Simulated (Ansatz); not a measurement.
Ideal-gas functions of `C[Si](F)F` radical at 600 K and 1 bar, from an Ansatz frequency run at PBE0-D4/def2-TZVP.

Molar mass 81.12 g/mol, point group Cs (symmetry number 1), electronic degeneracy 2, moments of inertia 71.832, 80.368, 135.611 u Å². Harmonic wavenumbers (cm⁻¹, unscaled): 135, 213, 274, 328, 673, 771, 777, 874, 928, 1257, 1432, 1443, 3050, 3142, 3161.

Use S(trans) = R[1.5 ln M + 2.5 ln T − 1.1517]; rotational temperatures θ = 24.2544 K / I; S(rot) = R[ln(√π/σ · √(T³/θAθBθC)) + 1.5]; for each mode x = 1.438777 ν̃/T, S = R[x/(eˣ − 1) − ln(1 − e⁻ˣ)] and H = RT x/(eˣ − 1); 1 cm⁻¹ = 0.0119627 kJ/mol; R = 8.31446 J/(mol·K).

By hand: the entropy, in J/(mol·K).

Translation 178.2. Rotation: θ = 0.3377, 0.3018, 0.1789 K, giving 113.7. Vibration, mode by mode: 17.73, 13.99, 11.95, 10.52, 5.18, 4.30, 4.25, 3.53, 3.19, 1.71, 1.22, 1.20, 0.05, 0.04, 0.04, in all 78.9. Electronic 5.8. Sum 376.6 J/(mol·K).

By hand: H − E and G − E in kJ/mol, counted from the electronic energy.

Zero-point energy ½ × 18458 × 0.0119627 = 110.4; thermal vibration 25.1; translation, rotation and pV give 4 RT = 20.0. H − E = 155.5 kJ/mol, and G − E = 155.5 − 600 × 376.6/1000 = -70.5 kJ/mol.

Vibration gives 21 % of the entropy, 17.7 J/(mol·K) of it from the mode under 150 cm⁻¹: soft modes count most, and the harmonic formula is weakest for them.
